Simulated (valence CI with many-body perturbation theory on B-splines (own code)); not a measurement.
# Te39+: electric-dipole lines

Method: valence CI with perturbative core correlation (CI+MBPT): three valence electrons over a frozen Dirac-Fock core [Ne], radial functions for each j: 11 s, 11 p, 10 d, 8 f, 5 g, 2 h, with the one-electron correlation potential Σ1 (screened to all orders), the two-electron term Σ2, the three-electron term Σ3, Breit, model QED; selected single and double excitations, second order for the rest, scaled by the run's own slope (own B-spline code, finite nucleus).

The last digits are not significant, and no measured levels were compared; by estimate large intervals hold to a few tenths of a per cent, small ones and those within an open d or f shell to about a per cent.

Lines 201 to 250 of 571 in falling wavelength, among levels below 11010 × 10³ cm⁻¹, chosen from the strongest by gf and those to the six lowest levels. Wavelengths and rates use the calculated energies. Electric multipoles are in the length gauge, E1 and E2 with the static RPA response of the core. Weak lines are less certain than strong ones. Lines between different terms over intervals too small for the method are left out, as are lines whose strength nearly cancels. Where a level lies close to another of its J and parity, the split of strength between their lines is uncertain. The highest levels of a list are the least certain.

Levels are named by their leading jj configuration (3d3/2^4 stands for four electrons in 3d with j = 3/2), which in mixed levels can hold well under half, so a name can repeat and another be missing. Letters in brackets count levels of one name in rising energy.

| λ vac (nm) | Upper | Lower | A (s⁻¹) | S (a.u.) with core polarisation | S without |
| --- | --- | --- | --- | --- | --- |
| 7.676 | (3p3/2 3d3/2 3d5/2) J=1/2 [a] | (3p3/2^2 3d3/2) J=1/2 [a] | 6.43e+10 | 2.87e-02 | 2.93e-02 |
| 7.676 | (3s 3p1/2 3d5/2) J=3/2 | (3s 3p1/2 3p3/2) J=5/2 | 2.95e+10 | 2.63e-02 | 2.69e-02 |
| 7.675 | (3d3/2 3d5/2^2) J=3/2 [b] | (3p3/2 3d3/2 3d5/2) J=5/2 [d] | 1.19e+11 | 1.06e-01 | 1.08e-01 |
| 7.652 | (3p3/2 3d3/2 3d5/2) J=1/2 [b] | (3p3/2^2 3d3/2) J=3/2 [b] | 1.67e+11 | 7.37e-02 | 7.52e-02 |
| 7.652 | (3s 3d3/2 3d5/2) J=5/2 [a] | (3s 3p3/2 3d3/2) J=3/2 [a] | 8.09e+10 | 1.07e-01 | 1.09e-01 |
| 7.650 | (3d3/2 3d5/2^2) J=7/2 [a] | (3p3/2 3d3/2 3d5/2) J=7/2 [a] | 3.11e+10 | 5.50e-02 | 5.61e-02 |
| 7.647 | (3p1/2 3p3/2 3d3/2) J=5/2 [b] | (3s 3p1/2 3d5/2) J=3/2 | 2.06e+10 | 2.72e-02 | 2.77e-02 |
| 7.641 | (3p1/2 3d5/2^2) J=3/2 | (3p1/2 3p3/2 3d5/2) J=3/2 [a] | 5.03e+10 | 4.43e-02 | 4.52e-02 |
| 7.639 | (3s 3p1/2 3d5/2) J=5/2 [b] | (3s 3p1/2 3p3/2) J=5/2 | 4.35e+10 | 5.75e-02 | 5.86e-02 |
| 7.625 | (3p3/2 3d3/2 3d5/2) J=7/2 [b] | (3s 3d3/2 3d5/2) J=5/2 [b] | 6.83e+10 | 1.20e-01 | 1.22e-01 |
| 7.615 | (3p3/2 3d5/2^2) J=5/2 [b] | (3s 3d5/2^2) J=7/2 | 7.97e+10 | 1.04e-01 | 1.06e-01 |
| 7.615 | (3s 3d5/2^2) J=3/2 | (3s 3p3/2 3d3/2) J=3/2 [b] | 8.43e+10 | 7.35e-02 | 7.50e-02 |
| 7.610 | (3s 3p3/2 3d5/2) J=7/2 [b] | (3s^2 3d5/2) J=5/2 | 2.43e+11 | 4.22e-01 | 4.31e-01 |
| 7.610 | (3s 3p3/2 3d5/2) J=3/2 [a] | (3s^2 3d3/2) J=3/2 | 3.07e+10 | 2.67e-02 | 2.73e-02 |
| 7.609 | (3p3/2 3d3/2 3d5/2) J=5/2 [b] | (3s 3d3/2 3d5/2) J=5/2 [b] | 2.20e+10 | 2.87e-02 | 2.93e-02 |
| 7.606 | (3p3/2 3d3/2 3d5/2) J=5/2 [d] | (3p3/2^2 3d3/2) J=7/2 | 5.14e+10 | 6.70e-02 | 6.84e-02 |
| 7.604 | (3p3/2^2 3d3/2) J=3/2 [b] | (3s 3p3/2 3d5/2) J=1/2 | 9.68e+10 | 8.40e-02 | 8.57e-02 |
| 7.600 | (3p3/2 3d3/2 3d5/2) J=5/2 [c] | (3p3/2^2 3d3/2) J=3/2 [a] | 8.59e+10 | 1.12e-01 | 1.14e-01 |
| 7.599 | (3d3/2 3d5/2^2) J=3/2 [a] | (3p3/2 3d3/2 3d5/2) J=3/2 [a] | 3.63e+10 | 3.15e-02 | 3.21e-02 |
| 7.596 | (3p1/2 3d5/2^2) J=1/2 | (3s 3d3/2^2) J=3/2 | 8.61e+10 | 3.73e-02 | 3.80e-02 |
| 7.590 | (3s 3p3/2 3d5/2) J=3/2 [a] | (3s 3p3/2^2) J=5/2 | 4.72e+10 | 4.07e-02 | 4.16e-02 |
| 7.583 | (3p3/2 3d3/2 3d5/2) J=9/2 [a] | (3s 3d3/2 3d5/2) J=7/2 [a] | 8.83e+10 | 1.90e-01 | 1.94e-01 |
| 7.582 | (3p3/2 3d3/2^2) J=7/2 | (3s 3d3/2 3d5/2) J=7/2 [a] | 4.24e+10 | 7.30e-02 | 7.45e-02 |
| 7.580 | (3p3/2 3d3/2 3d5/2) J=5/2 [a] | (3s 3d3/2 3d5/2) J=3/2 [a] | 7.22e+10 | 9.31e-02 | 9.50e-02 |
| 7.565 | (3s 3p3/2 3d5/2) J=3/2 [b] | (3s 3p3/2^2) J=1/2 | 9.21e+10 | 7.88e-02 | 8.03e-02 |
| 7.561 | (3d3/2 3d5/2^2) J=1/2 | (3p3/2 3d3/2 3d5/2) J=1/2 [a] | 5.86e+10 | 2.50e-02 | 2.55e-02 |
| 7.558 | (3p3/2 3d5/2^2) J=7/2 [a] | (3s 3d5/2^2) J=5/2 | 2.75e+10 | 4.68e-02 | 4.78e-02 |
| 7.546 | (3p3/2^2 3d3/2) J=7/2 | (3s 3p3/2 3d3/2) J=5/2 [b] | 2.20e+11 | 3.74e-01 | 3.82e-01 |
| 7.545 | (3s 3d3/2 3d5/2) J=3/2 [a] | (3s 3p3/2 3d3/2) J=1/2 [a] | 8.75e+10 | 7.42e-02 | 7.56e-02 |
| 7.528 | (3p3/2 3d5/2^2) J=3/2 [b] | (3s 3d5/2^2) J=1/2 | 8.31e+10 | 7.00e-02 | 7.14e-02 |
| 7.521 | (3p3/2 3d5/2^2) J=1/2 | (3s 3d5/2^2) J=3/2 | 7.84e+10 | 3.29e-02 | 3.36e-02 |
| 7.521 | (3p3/2 3d3/2 3d5/2) J=3/2 [b] | (3s 3d3/2 3d5/2) J=5/2 [b] | 2.72e+10 | 2.29e-02 | 2.33e-02 |
| 7.512 | (3p3/2 3d3/2 3d5/2) J=1/2 [a] | (3s 3d3/2 3d5/2) J=3/2 [a] | 7.37e+10 | 3.08e-02 | 3.15e-02 |
| 7.499 | (3p3/2 3d3/2 3d5/2) J=5/2 [b] | (3s 3d3/2 3d5/2) J=3/2 [b] | 3.30e+10 | 4.12e-02 | 4.20e-02 |
| 7.490 | (3d3/2 3d5/2^2) J=9/2 | (3p3/2 3d3/2 3d5/2) J=9/2 [a] | 5.52e+10 | 1.14e-01 | 1.17e-01 |
| 7.482 | (3p3/2 3d3/2 3d5/2) J=7/2 [b] | (3s 3d3/2 3d5/2) J=7/2 [b] | 7.30e+10 | 1.21e-01 | 1.23e-01 |
| 7.479 | (3s 3d3/2 3d5/2) J=7/2 [b] | (3s 3p3/2 3d5/2) J=9/2 | 1.49e+10 | 2.47e-02 | 2.52e-02 |
| 7.477 | (3s 3d3/2 3d5/2) J=7/2 [b] | (3s 3p3/2 3d3/2) J=7/2 | 4.99e+10 | 8.23e-02 | 8.40e-02 |
| 7.459 | (3d3/2 3d5/2^2) J=5/2 [b] | (3p3/2 3d3/2 3d5/2) J=5/2 [b] | 5.48e+10 | 6.73e-02 | 6.86e-02 |
| 7.453 | (3s 3p3/2 3d5/2) J=5/2 [a] | (3s 3p3/2^2) J=5/2 | 1.29e+11 | 1.58e-01 | 1.61e-01 |
| 7.440 | (3p1/2 3p3/2 3d5/2) J=3/2 [b] | (3p1/2 3p3/2^2) J=5/2 | 2.97e+10 | 2.41e-02 | 2.46e-02 |
| 7.438 | (3p3/2 3d3/2 3d5/2) J=5/2 [c] | (3s 3d5/2^2) J=5/2 | 5.57e+10 | 6.78e-02 | 6.92e-02 |
| 7.432 | (3d3/2^2 3d5/2) J=5/2 [b] | (3p3/2 3d3/2^2) J=7/2 | 2.18e+10 | 2.66e-02 | 2.71e-02 |
| 7.432 | (3p1/2 3p3/2 3d5/2) J=3/2 [a] | (3s 3p1/2 3d5/2) J=3/2 | 7.54e+10 | 6.11e-02 | 6.23e-02 |
| 7.423 | (3p3/2 3d3/2 3d5/2) J=3/2 [d] | (3p3/2^2 3d3/2) J=5/2 | 3.67e+10 | 2.97e-02 | 3.02e-02 |
| 7.420 | (3p1/2 3p3/2 3d3/2) J=5/2 [a] | (3s 3p1/2 3d3/2) J=5/2 | 2.75e+10 | 3.33e-02 | 3.40e-02 |
| 7.414 | (3p3/2 3d3/2 3d5/2) J=3/2 [b] | (3s 3d3/2 3d5/2) J=3/2 [b] | 9.00e+10 | 7.24e-02 | 7.38e-02 |
| 7.409 | (3p3/2 3d5/2^2) J=9/2 | (3s 3d5/2^2) J=9/2 | 1.34e+11 | 2.69e-01 | 2.75e-01 |
| 7.405 | (3p3/2 3d3/2 3d5/2) J=11/2 | (3s 3d5/2^2) J=9/2 | 2.41e+10 | 5.80e-02 | 5.93e-02 |
| 7.404 | (3s 3d5/2^2) J=5/2 | (3s 3p3/2 3d5/2) J=5/2 [a] | 1.22e+11 | 1.47e-01 | 1.50e-01 |
